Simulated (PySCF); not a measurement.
# Orbital picture of HgH

ωB97X at R = 1.802 Å; Hg def2-SVPD with ECP60, H def2-SVPD; scalar-relativistic core potentials (PySCF 2.14). State: ²Σ⁺ (doublet), unpaired electrons σ ↑. Only the outer orbitals are listed, counted within each symmetry, core potentials removing the inner ones.

```
spin  orbital  occ.  ε (eV)  on Hg (%)           main shells (%)
   α       3σ     1  -16.03         85           81 Hg d, 15 H s
   α       2π     1  -15.06        100                  100 Hg d
   α       2π     1  -15.06        100                  100 Hg d
   α       1δ     1  -14.98        100                  100 Hg d
   α       1δ     1  -14.98        100                  100 Hg d
   α       4σ     1  -12.13         68  51 Hg s, 32 H s, 15 Hg d
   α       5σ     1   -7.66         70  36 Hg s, 31 Hg p, 28 H s
   α       3π     0    1.38         98                   98 Hg p
   α       3π     0    1.38         98                   98 Hg p
   α       6σ     0    4.29         73    64 Hg p, 17 H p, 9 H s
   β       3σ     1  -15.36         93                   92 Hg d
   β       1δ     1  -14.94        100                  100 Hg d
   β       1δ     1  -14.94        100                  100 Hg d
   β       2π     1  -14.93        100                  100 Hg d
   β       2π     1  -14.93        100                  100 Hg d
   β       4σ     1  -11.14         77           70 Hg s, 23 H s
   β       5σ     0   -1.07         72  50 Hg p, 24 H s, 19 Hg s
   β       3π     0    1.38         97                   97 Hg p
   β       3π     0    1.38         97                   97 Hg p
```

Question: Which are the highest filled and the lowest empty level, where do they sit, and how wide is the gap?

Answer: Highest filled α 5σ at -7.66 eV (in %: 36 Hg s, 31 Hg p, 28 H s); lowest empty β 5σ at -1.07 eV (in %: 50 Hg p, 24 H s, 19 Hg s); the gap at ωB97X is 6.59 eV.

* bond order (Mayer): 0.86
* ⟨S²⟩: 0.760
* charge on Hg (Mulliken, basis-dependent): 0.08
* charge on Hg (Löwdin, basis-dependent): 0.22
* dipole moment (positive dipole means Hg(−)H(+)): -0.50 D

Spin–orbit coupling is left out. The state was picked by a PBE0 search and need not be the measured ground state.
